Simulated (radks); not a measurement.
Results of a calculation; reference values are marked as such.
Removal energies from neutral niobium, [Kr] 4d(3/2: 3, 5/2: 0) 5s2, by Delta-SCF beside the eigenvalue of the level emptied. Level of theory: Dirac Kohn-Sham, BLYP, spin-unpolarised, spherical densities, finite nucleus; Fermi nuclear charge, rms radius of each element as measured or else 0.836 A^(1/3) + 0.57 fm (a radial shooting solver on a logarithmic mesh with Libxc functionals). Sub-shells are occupied by j as written (lower j first in brackets).

| removed from | final configuration | Delta-SCF (eV) | -eigenvalue (eV) |
|---|---|---|---|
| 5s1/2 | [Kr] 4d(3/2: 3, 5/2: 0) 5s1 | 7.452 | 4.544 |
| 4d3/2 | [Kr] 4d(3/2: 2, 5/2: 0) 5s2 | 8.914 | 4.510 |
| 4p3/2 | [Ar] 3d10 4s2 4p(1/2: 2, 3/2: 3) 4d(3/2: 3, 5/2: 0) 5s2 | 41.535 | 35.817 |
| 4p1/2 | [Ar] 3d10 4s2 4p(1/2: 1, 3/2: 4) 4d(3/2: 3, 5/2: 0) 5s2 | 43.772 | 37.958 |

 A further rearrangement lowers the ion to [Kr] 4d(3/2: 4, 5/2: 0), 7.165 eV above the parent.
